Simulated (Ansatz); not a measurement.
Total energies of (H2In-mu-AsH2)2 (In₂As₂H₈) from Ansatz at PBE-D4/def2-TZVP, gas phase (1 Eh = 27.2114 eV = 2625.5 kJ/mol). The reference geometry is relaxed at PBE0-D4/def2-SVP.

```tsv
state	geometry	energy (Eh)
charge 0 singlet	reference	-4856.15996
charge 1 doublet	reference	-4855.85531
charge 1 doublet	relaxed at PBE0-D4/def2-SVP	-4855.86871
free In atom (doublet)	–	-190.11735
free H atom (doublet)	–	-0.49962
free As atom (quartet)	–	-2235.47024
```

In the def2 sets In takes a core potential; there is no spin–orbit coupling.

Work out the vertical ionisation energy to the doublet.

E(charge 1 doublet) − E(charge 0 singlet) = -4855.85531 − (-4856.15996) = 0.30465 Eh = 8.29 eV. For comparison, −ε of the highest occupied level is 6.05 eV at this level, 2.24 eV less.

How much does the charge 1 doublet relax, and what is the adiabatic ionisation energy?

Relaxation: -4855.85531 − (-4855.86871) = 0.01340 Eh = 0.36 eV. Adiabatic ionisation energy: 0.29125 Eh = 7.93 eV, without zero-point energy. 

What is the binding energy per atom against free atoms?

Atoms: 2 × (-190.11735) + 8 × (-0.49962) + 2 × (-2235.47024) = -4855.17214 Eh. Binding: -4855.17214 − (-4856.15996) = 0.98782 Eh = 26.88 eV, or 2.24 eV for each of 12 atoms (no zero-point energy, no counterpoise term).
